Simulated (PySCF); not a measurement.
C₃H₉O₃Si, SMILES CO[Si](OC)OC (connectivity only; charge and spin as stated), charge +1, multiplicity 1.

Geometry optimised at B3LYP-D3(BJ)/def2-SVP. The multiplicity is an assumed one; other spin states were not compared. The isomer is the one that the SMILES or the coordinates give; other isomers of the formula were not compared. Other conformers were not sampled.

These are PySCF with PBE0/def2-TZVP values and carry that method's errors.

Symmetry labels are those of the subgroup Cs that the program uses (full group C3h).

Question: List the valence orbital energies around the gap with their symmetry. (An estimate is asked for; the answer gives what the named calculation found.)

Answer: 
```json
[
 {"orbital": "HOMO−7", "symmetry": "A\"", "energy (eV)": "-17.46"},
 {"orbital": "HOMO−6", "symmetry": "A'", "energy (eV)": "-17.09"},
 {"orbital": "HOMO−5", "symmetry": "A\"", "energy (eV)": "-14.80"},
 {"orbital": "HOMO−4", "symmetry": "A'", "energy (eV)": "-14.43"},
 {"orbital": "HOMO−3", "symmetry": "A'", "energy (eV)": "-14.42"},
 {"orbital": "HOMO−2", "symmetry": "A'", "energy (eV)": "-14.42"},
 {"orbital": "HOMO−1", "symmetry": "A\"", "energy (eV)": "-13.92"},
 {"orbital": "HOMO", "symmetry": "A\"", "energy (eV)": "-13.92"},
 {"orbital": "LUMO", "symmetry": "A'", "energy (eV)": "-6.06"},
 {"orbital": "LUMO+1", "symmetry": "A\"", "energy (eV)": "-4.92"},
 {"orbital": "LUMO+2", "symmetry": "A'", "energy (eV)": "-2.71"},
 {"orbital": "LUMO+3", "symmetry": "A'", "energy (eV)": "-2.71"}
]
```
